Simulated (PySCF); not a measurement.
**ErF3(NH3) at several levels of theory**

Computed with PySCF 2.14.0 (density fitting, no spin-orbit coupling) at the geometry relaxed with PBE:

```xyz
8
ErF3(NH3) (singlet in the valence; each metal's 4f electrons, 11 of them, lie in its core potential, out of spins and levels)
Er    0.0868   -0.0868    0.0868
F     1.0896    1.3491    1.0896
F    -1.3491   -1.0896    1.0896
F     1.0896   -1.0896   -1.3491
N    -1.3450    1.3450   -1.3450
H    -1.9621    1.9621   -0.7960
H    -0.7960    1.9621   -1.9621
H    -1.9621    0.7960   -1.9621
```

```json
{"level": "PBE", "basis": "Er lcecp-1-SVP with ECP57, F def2-SVP, N def2-SVP, H def2-SVP", "state": "singlet", "HOMO (eV)": "-7.55", "gap (eV)": "5.96", "charge on Er1 (e)": "0.91", "population of f-type functions on Er1 (polarisation alone where 4f lies in the core)": "0.08", "dipole about the centre of mass (D)": "6.37", "largest force component (eV/Å)": "0.01"}
{"level": "CAM-B3LYP", "basis": "the same", "state": "singlet", "HOMO (eV)": "-11.04", "gap (eV)": "10.86", "charge on Er1 (e)": "1.10", "population of f-type functions on Er1 (polarisation alone where 4f lies in the core)": "0.08", "dipole about the centre of mass (D)": "6.52", "largest force component (eV/Å)": "0.21"}
{"level": "PBE", "basis": "Er lcecp-1-TZVP with ECP57, F def2-TZVP, N def2-TZVP, H def2-TZVP", "state": "singlet", "HOMO (eV)": "-7.77", "gap (eV)": "5.93", "charge on Er1 (e)": "1.45", "population of f-type functions on Er1 (polarisation alone where 4f lies in the core)": "0.09", "dipole about the centre of mass (D)": "6.39", "largest force component (eV/Å)": "0.22"}
```

In the lcecp rows the 4f levels are missing from HOMO and gap, and the state counts the valence alone.

Charges are Mulliken's, which hang on the basis. The relaxation used the grid (50, 194), these runs (75, 302) or, all-electron (x2c bases, spin-free X2C Hamiltonian), (99, 590).

(1) A further run in the first row's basis gives HOMO (eV) -7.46, gap (eV) 5.82, charge on Er1 (e) 0.89, population of f-type functions on Er1 (polarisation alone where 4f lies in the core) 0.07, dipole about the centre of mass (D) 6.35, largest force component (eV/Å) 0.14. Which level was it?
A. TPSSh
B. B3LYP
C. BLYP

An lcecp potential fixes the number of 4f electrons, so in runs with it no electron can move into or out of that shell.

Results:

(1) C. The others give HOMO -9.20 eV (B3LYP); -8.42 eV (TPSSh).
